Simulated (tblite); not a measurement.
Parent: `[CH2:1]=[CH:2][Si@@:3]([OH:4])([SiH3:5])[CH:6]=[O:7]` with C1–C2–Si3–O4 -7°, C2–Si3–O4–H -96°, C2–Si3–C6–O7 120°, C3H8O2Si2.

Computed geometry: GFN2-xTB, gas phase. One conformer each, not checked by frequencies here.

```
coordinate of the parent    value
                   C1=C2  1.325 Å
                  C2–Si3  1.893 Å
                  Si3–O4  1.629 Å
                 Si3–Si5  2.311 Å
                  Si3–C6  1.923 Å
                   C6=O7  1.209 Å
               C1–C2–Si3   124.4°
               C2–Si3–O4   111.7°
              C2–Si3–Si5   114.9°
               C2–Si3–C6   103.7°
              O4–Si3–Si5   107.3°
               O4–Si3–C6   105.6°
              Si5–Si3–C6   113.3°
               Si3–C6–O7   120.9°
```

Problem. How does the shared frame change in `[CH2:1]=[CH:2][Si@@:3]([OH:4])([CH:5]=[O:6])[SiH2:7][N:8]=[CH2:9]` with C1–C2–Si3–O4 24°, C2–Si3–O4–H -75°, C2–Si3–C5–O6 66°, C2–Si3–Si7–N8 71°, Si3–Si7–N8–C9 -112°, C4H9NO2Si2? Atoms pair as C1 = C1, C2 = C2, Si3 = Si3, O4 = O4, Si5 = Si7, C6 = C5, O7 = O6 (parent first).

Solution. 
```json
{"parent": "C1=C2", "relative": "C1=C2", "value in the relative": "1.325 Å", "change": "0.000"}
{"parent": "C2–Si3", "relative": "C2–Si3", "value in the relative": "1.892 Å", "change": "-0.001"}
{"parent": "Si3–O4", "relative": "Si3–O4", "value in the relative": "1.634 Å", "change": "+0.005"}
{"parent": "Si3–Si5", "relative": "Si3–Si7", "value in the relative": "2.315 Å", "change": "+0.004"}
{"parent": "Si3–C6", "relative": "Si3–C5", "value in the relative": "1.912 Å", "change": "-0.011"}
{"parent": "C6=O7", "relative": "C5=O6", "value in the relative": "1.206 Å", "change": "-0.003"}
{"parent": "C1–C2–Si3", "relative": "C1–C2–Si3", "value in the relative": "125.1°", "change": "+0.7"}
{"parent": "C2–Si3–O4", "relative": "C2–Si3–O4", "value in the relative": "112.3°", "change": "+0.6"}
{"parent": "C2–Si3–Si5", "relative": "C2–Si3–Si7", "value in the relative": "111.9°", "change": "-3.0"}
{"parent": "C2–Si3–C6", "relative": "C2–Si3–C5", "value in the relative": "106.5°", "change": "+2.8"}
{"parent": "O4–Si3–Si5", "relative": "O4–Si3–Si7", "value in the relative": "113.2°", "change": "+5.9"}
{"parent": "O4–Si3–C6", "relative": "O4–Si3–C5", "value in the relative": "99.8°", "change": "-5.8"}
{"parent": "Si5–Si3–C6", "relative": "Si7–Si3–C5", "value in the relative": "112.3°", "change": "-1.0"}
{"parent": "Si3–C6–O7", "relative": "Si3–C5–O6", "value in the relative": "123.8°", "change": "+2.9"}
```

Of the parent's bonds, Si3–C6 changes most (-0.011 Å). Bonds of the relative outside the shared frame: Si7–N8 1.718, N8=C9 1.250 Å. Point group C1 → C1.

Problem. How does the shared frame change in `[CH2:1]=[CH:2][Si@@:3]([OH:4])([CH:5]=[O:6])[SiH2:7][CH2:8][SiH3:9]` with C1–C2–Si3–O4 12°, C2–Si3–O4–H 96°, C2–Si3–C5–O6 -120°, C2–Si3–Si7–C8 -152°, Si3–Si7–C8–Si9 -55°, C4H12O2Si3? Atoms pair as C1 = C1, C2 = C2, Si3 = Si3, O4 = O4, Si5 = Si7, C6 = C5, O7 = O6 (parent first).

Solution. 
```csv
parent,relative,value in the relative,change
C1=C2,C1=C2,1.325 Å,0.000
C2–Si3,C2–Si3,1.893 Å,0.000
Si3–O4,Si3–O4,1.630 Å,+0.001
Si3–Si5,Si3–Si7,2.312 Å,+0.001
Si3–C6,Si3–C5,1.923 Å,0.000
C6=O7,C5=O6,1.210 Å,+0.001
C1–C2–Si3,C1–C2–Si3,124.1°,-0.3
C2–Si3–O4,C2–Si3–O4,111.5°,-0.2
C2–Si3–Si5,C2–Si3–Si7,115.3°,+0.4
C2–Si3–C6,C2–Si3–C5,103.4°,-0.3
O4–Si3–Si5,O4–Si3–Si7,106.5°,-0.8
O4–Si3–C6,O4–Si3–C5,105.9°,+0.3
Si5–Si3–C6,Si7–Si3–C5,114.0°,+0.7
Si3–C6–O7,Si3–C5–O6,121.2°,+0.3
```

No shared bond changes by more than 0.004 Å. Bonds of the relative outside the shared frame: Si7–C8 1.905, C8–Si9 1.904 Å. Point group C1 → C1.
